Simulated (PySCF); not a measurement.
**How methods differ on the interval between two levels of Se³⁺**

Se³⁺ [Ar] 3d10 4s2 4p1 [2P3/2, M_J = 3/2] → Se³⁺ [Ar] 3d10 4s1 4p2 [4P5/2, M_J = 5/2], as a difference of total energies. Computed with PySCF 2.14 in x2c-SVPall-2c with one added diffuse shell each of s, p, d type (6s7p4d, 47 functions), with the two-component X2C-1e Hamiltonian. Correlated levels: [Ne] frozen. "Screened" scales the spin-orbit matrix elements by Boettger's factors to mimic the two-electron term; Breit and QED terms are absent.

| method | interval between two levels (cm⁻¹) |
| --- | --- |
| GHF (spin-free) | 65415 |
| GMP2 (spin-free) | 72121 |
| GHF (screened spin-orbit) | 65329 |
| GMP2 (screened spin-orbit) | 72032 |

The labels give the starting determinants; with spin-orbit coupling the two ends relaxed to ⟨J²⟩ = 3.76, ⟨L²⟩ = 2.01, ⟨S²⟩ = 0.75 and ⟨J²⟩ = 8.75, ⟨L²⟩ = 2.02, ⟨S²⟩ = 3.74.
